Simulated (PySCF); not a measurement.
## How methods differ on the fine-structure interval of Ta³⁸⁺

Ta³⁸⁺ [Ar] 3d10 4s2 4p5 [4p1/2^2 4p3/2^3, M_J = 3/2] → Ta³⁸⁺ [Ar] 3d10 4s2 4p5 [4p1/2^1 4p3/2^4, M_J = 1/2], as a difference of total energies. All numbers are calculated (PySCF 2.14, the two-component X2C-1e Hamiltonian, in an even-tempered Gaussian basis (16 s from 4.3 bohr⁻², ratio 2.8; 14 p from 5.6 bohr⁻², ratio 2.8; 8 d from 10 bohr⁻², ratio 2.8; 4 f from 27 bohr⁻², ratio 3)). Correlated levels: [Ne] frozen; the 78 highest virtual spinors dropped. "Screened" scales the spin-orbit matrix elements by Boettger's factors to mimic the two-electron term; Breit and QED terms are absent.

| method | fine-structure interval (cm⁻¹) |
| --- | --- |
| GHF (screened spin-orbit) | 711290 |
| GMP2 (screened spin-orbit) | 711160 |
| GHF (bare spin-orbit) | 733510 |
